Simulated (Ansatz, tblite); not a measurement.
Cost and result up the ladder for n-GeGeSiH8 (SiGe2H8) (11 atoms). The state is a singlet with charge 0. Geometry: PBE-D4/def2-SVP.

```tsv
atom	x (Å)	y (Å)	z (Å)
Ge1	0.085	2.014	0.166
Ge2	-0.930	-0.145	-0.345
Si3	0.610	-1.925	0.089
H4	1.315	2.253	-0.751
H5	0.564	2.038	1.643
H6	-0.923	3.174	-0.046
H7	-2.209	-0.327	0.520
H8	-1.367	-0.171	-1.837
H9	-0.007	-3.266	-0.208
H10	1.025	-1.890	1.536
H11	1.837	-1.754	-0.768
```

Ansatz on 4 threads of Arm Neoverse V1 on a shared host; xTB runs through tblite on one thread. Times are rough, summed over both states, and most runs start from the orbitals of an earlier one. PBE0-D4/def2-TZVP serves as the yardstick here, not as an exact answer. The other state is a doublet.

The xTB rows come from tblite.

Raw xTB energies of ions are shifted by several eV.

| level | functions | vertical IE (eV) | difference from PBE0-D4/def2-TZVP (eV) |
| --- | --- | --- | --- |
| PBE-D4/def2-TZVP (with forces) | 181 | 9.51 | -0.18 |
| r2SCAN-D4/def2-TZVP | 181 | 9.61 | -0.08 |
| GFN1-xTB | 43 | 13.52 | 3.83 |
| GFN2-xTB | 35 | 12.69 | 3.00 |
| PBE0-D4/def2-TZVP | 181 | 9.69 | 0.00 |

Estimate how long each takes.

GFN2-xTB 0.01 s; GFN1-xTB 0.014 s; PBE-D4/def2-TZVP (with forces) 6.3 s; PBE0-D4/def2-TZVP 10 s; r2SCAN-D4/def2-TZVP 15 s. On shared hardware such times vary by a factor of up to 3.
